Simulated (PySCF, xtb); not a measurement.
AsF2H2In, SMILES [F][In]([AsH2])[F].

Harmonic wavenumbers (cm⁻¹) from GFN2-xTB (xtb) at its own minimum, in rising order: 19, 51, 64, 94, 186, 325, 329, 573, 574, 992, 1877, 1935.

Problem. What does B3LYP-D3(BJ)/def2-SVP (PySCF) give at its own minimum? (The exact figures need the calculation; the answer reports its results.)

Solution. 60, 70, 104, 141, 213, 569, 598, 601, 606, 996, 2174, 2189. Paired by order, the mean absolute difference is 109 cm⁻¹ and the zero-point energies are 10.0 and 11.9 kcal/mol.
